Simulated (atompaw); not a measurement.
# LDA (PW92) PAW (atompaw) dataset for Mg, scalar-relativistic all-electron reference.

The input file (atompaw 4.2.0.5):

```
Mg 12
LDA-PW scalarrelativistic loggrid 1500 logderivrange -5 5 251
3 3 0 0 0 0
3 1 0
0 0 0
c
c
v
v
v
1
2.55 1.95 2.45 1.80
y
2.5
n
n
custom polynom2 7 10 vanderbiltortho sinc
2 0.5 troulliermartins
2.55
2.55
0.90
1.05
PWSCFOUT
UPFDX 0.0125d0 UPFXMIN -7.d0 UPFZMESH 12.d0
END
```

Command:

```bash
atompaw < Mg.input > Mg.log
```

The program printed (summary file):

```
Completed calculations for Mg (AE)

 Exchange-correlation type: LDA, Perdew-Wang correlation

 Radial integration grid is logarithmic
 r0 =   6.5145318E-04 h =   7.8174382E-03   n =      1500 rmax =   8.0000000E+01

 Scalar relativistic calculation

 AEatom converged in  30 iterations
   nz     =  12.00
   delta  =       4.975005560549E-17

 All Electron Orbital energies:
  n  l      occupancy      energy
  1  0      2.0000000E+00 -9.2124990E+01
  2  0      2.0000000E+00 -5.8282193E+00
  3  0      2.0000000E+00 -3.5146277E-01
  2  1      6.0000000E+00 -3.4342955E+00
  3  1      0.0000000E+00 -1.0097730E-01

 Total energy
   Total                    :     -398.91248765239243

 ---
 Completed calculations for Mg (SC)

 Exchange-correlation type: LDA, Perdew-Wang correlation

 Radial integration grid is logarithmic
 r0 =   6.5145318E-04 h =   7.8174382E-03   n =      1500 rmax =   8.0000000E+01

 Scalar relativistic calculation

 SCatom converged in   1 iterations
   nz     =  12.00
   delta  =       8.183236178037E-17

 Valence Electron Orbital energies:
  n  l      occupancy      energy
   3  0      2.0000000E+00 -3.5146277E-01
   2  1      6.0000000E+00 -3.4342955E+00
   3  1      0.0000000E+00 -1.0097730E-01

 Total energy
   Total                    :     -398.91248765158832
   Valence                  :      -93.66306917587211

 PAW parameters:
       lmax =            1
         rc =    2.5653837523086618
        irc =         1060
   rc_shape =    1.9511478181292621
    rc_vloc =    2.4670195577665224
    rc_core =    1.8043786489971725
   Vloc: Norm-conserving Troullier-Martins with l= 2;e=   5.0000E-01
   Projector type: improved polynomial pseudization + Vanderbilt ortho.
   Sinc^2 compensation charge shape zeroed at   1.9511E+00

 Number of basis functions     4
 No.   n  nodes  l      Energy         Cp coeff         Occ
  1    3    2    0   -0.3514628E+00  0.7219595E+01  0.2000000E+01
  2  999    3    0    0.2500000E+01  0.4867888E+00  0.0000000E+00
  3    2    0    1   -0.3434295E+01  0.2733900E+00  0.6000000E+01
  4    3    1    1   -0.1009773E+00  0.1926497E+03  0.0000000E+00

 Eigenvalues of overlap operator (in the basis of projectors):
    1        5.99497645E-01
    2        3.02239069E+00
    3        1.91376798E+01
    4        3.46707386E+08

 Orbital leakage outside PAW augmentation regions
   orb  is_core?  %out_of_sphere
   1 0    T          -0.00
   2 0    T           0.02
   3 0    F          62.87
   2 1    F           0.09
   3 1    F          85.52

 Summary of PAW energies
   Total valence energy     :    -93.66307136621651
   Smooth energy            :     20.72013624157649
   One center               :   -114.38320760779300
   Smooth kinetic           :     25.07876611281176
   Vloc energy              :     -2.13636177537572
   Smooth exch-corr         :     -3.98580055677646
   One-center xc            :    -26.97120882235592
```

The run took about 3.4 s on one core of a shared server CPU.
